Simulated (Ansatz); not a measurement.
GeH, multiplicity 2 (the spin of the measured ground state), most abundant isotopes (1.0078 and 73.9212 u). Constants from fifth-degree fits in 1/R to seven points on the lowest solution found; no spin–orbit coupling, no relativity up to Kr; ω_e x_e and α_e move by some per cent with the fit.

Correlated levels freeze the inner cores; with def2 sets outer-core shells near the valence are correlated too. CBS: X⁻³ extrapolation of the correlation energy, Hartree–Fock from the larger set.

Run with Ansatz (Gaussian basis) for Hartree–Fock, density functionals and correlated methods. Values without a source in brackets are computed.

```json
[
 {"level": "PBE/def2-TZVPP", "r_e (Å)": "1.6175", "ω_e (cm⁻¹)": "1822.7", "ω_e x_e (cm⁻¹)": "29.3", "α_e (cm⁻¹)": "0.177"},
 {"level": "CCSD(T)/CBS(def2-TZVPP, def2-QZVPP)", "r_e (Å)": "1.5825", "ω_e (cm⁻¹)": "1917.2", "ω_e x_e (cm⁻¹)": "28.7", "α_e (cm⁻¹)": "0.189"}
]
```

Question: Predict ω_e, ω_e x_e, B_e and the fall in zero-point energy on putting deuterium (2.014102 u) for H, at CCSD(T)/CBS(def2-TZVPP, def2-QZVPP).

Answer: 
The curve stays; ρ = √(μ_H/μ_D) = √(0.99427/1.96068) = 0.71211. ω_e scales with ρ: 1365 cm⁻¹; ω_e x_e and B_e with ρ²: 14.5 and 3.433 cm⁻¹. The zero-point energy falls by 272 cm⁻¹, by which D₀ of the deuteride is larger.

Ansatz is a quantum-chemistry and plane-wave program.
